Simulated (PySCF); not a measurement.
From one molecule to another.

First species: C₂H₁₁NO₃Si₃.
Atom-mapped SMILES: `[SiH3:1][O:2][SiH2:3][NH:4][SiH:5]1[O:6][CH2:7][CH2:8][O:9]1` (hydrogens: H10, H11, H12 on Si1; H13, H14 on Si3; H15 on N4; H16 on Si5; H17, H18 on C7; H19, H20 on C8)

Cartesian coordinates in Å at the GFN2-xTB level; atoms count from 1:
```
atom  x, y, z in Å
Si1    4.3871    0.1807   -0.6845
O2     2.8003    0.2384   -0.3933
Si3    1.2372   -0.1265   -0.6004
N4     0.4520    0.6035    0.7492
Si5   -1.2333    0.5799    1.0387
O6    -1.8251   -0.9486    1.0348
C7    -2.9808   -1.0431    0.2585
C8    -3.0041    0.1597   -0.7104
O9    -2.1360    1.1333   -0.2122
H10    4.9617   -0.7976    0.2378
H11    4.8666    1.5357   -0.4245
H12    4.5974   -0.2203   -2.0753
H13    0.8042    0.4741   -1.8632
H14    1.1023   -1.5833   -0.5916
H15    1.0190    1.0753    1.4286
H16   -1.5576    1.3119    2.2514
H17   -2.9706   -1.9951   -0.2775
H18   -3.8550   -1.0141    0.9183
H19   -4.0093    0.5834   -0.7898
H20   -2.6612   -0.1366   -1.7074
```

Second species: C2H11NO3Si3.
SMILES: `[Si@]1(CC[Si@H](O)O1)(N)O[SiH3]`

Levels: PBE0/pcSseg-1 for HOMO energy, LUMO energy and HOMO–LUMO gap. Geometries: GFN2-xTB. Each structure is a single optimised conformer of the isolated species, non-relativistic unless stated. Electronic properties by PySCF.

Values for the first species:

| Item | Value |
| --- | --- |
| HOMO energy | -7.66 eV |
| LUMO energy | 0.20 eV |
| HOMO–LUMO gap | 7.86 eV |

Estimate the same properties for the second species, and the change in each.

| property | first | second | second less first |
| --- | --- | --- | --- |
| HOMO energy | -7.66 eV | -7.59 eV | +0.07 eV |
| LUMO energy | 0.20 eV | 0.31 eV | +0.11 eV |
| HOMO–LUMO gap | 7.86 eV | 7.90 eV | +0.04 eV |

